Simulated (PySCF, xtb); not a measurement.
BiF3, SMILES [Bi]([F])([F])[F] (connectivity only; charge and spin as stated), charge +1, multiplicity 2.

Harmonic wavenumbers (cm⁻¹) from xtb 6.7.1 with GFN2-xTB at its own minimum, in rising order: 124, 124, 136, 343, 343, 388.

Q: What does PBE-D3(BJ)/def2-SVP (PySCF) give at its own minimum? (Estimate from the structure and the level; the computed values follow.)

A: 111, 114, 114, 505, 505, 531. Paired by order, the mean absolute difference is 85 cm⁻¹ and the zero-point energies are 2.1 and 2.7 kcal/mol.
